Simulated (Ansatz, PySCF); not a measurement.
Constitutional and geometric isomers with formula C2H4S3. All species are isolated molecules in the gas phase. One relaxed conformer stands for each flexible species; it need not be the lowest. Strings in code marks are SMILES.

Quantity: electronic energy of isomers of C2H4S3 relative to `S=C(S)CS`, in kJ/mol. The restricted reference of `S=C(S)CS` and `SC=C(S)S` is unstable towards unrestricted orbitals.

Level 1: PBE0-D3(BJ)/def2-TZVP (PySCF)
Level 2: frozen-core MP2/cc-pVTZ // PBE0-D3(BJ)/def2-TZVP (Ansatz, a first-principles code)
Level 3: B3LYP/3-21G // PBE0-D3(BJ)/def2-TZVP (PySCF)
Level 4: PBE/6-31G* // PBE0-D3(BJ)/def2-TZVP (PySCF)

```json
[
 {"species": "`SC=C(S)S`", "level 1": "25.63", "level 2": "33.52", "level 3": "73.9", "level 4": "48.6"},
 {"species": "`S/C=C/SS`", "level 1": "(withheld)", "level 2": "(withheld)", "level 3": "(withheld)", "level 4": "35.89"},
 {"species": "`SC1SCS1` (H–S–C–S torsion 94°)", "level 1": "27.54", "level 2": "36.25", "level 3": "62.7", "level 4": "39.90"}
]
```

Q: Some entries are withheld; supply them.

A: 
- `S/C=C/SS`, level 1: 12.63
- `S/C=C/SS`, level 2: 31.62
- `S/C=C/SS`, level 3: 83.5
